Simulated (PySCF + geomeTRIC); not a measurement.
Species: CH$_{3}$OSe, SMILES `[OH+]=C[SeH]` (O–C–Se–H torsion 0°) (charge 1, multiplicity 1).

**Question.** Give a relaxed geometry from PySCF + geomeTRIC with TPSSh-D3(BJ)/def2-TZVP.

**Answer.** This is not unique; one that fits is the end point of this relaxation, one of several conformers (outside a Z-matrix the atoms follow the SMILES, hydrogens last).
Cartesian coordinates (Å) in one orientation:
```xyz
6

O     -1.092     0.594    -0.098
C     -0.420    -0.482     0.084
Se     1.375    -0.780     0.129
H     -0.569     1.407    -0.239
H     -1.050    -1.357     0.236
H      1.754     0.628    -0.114
```
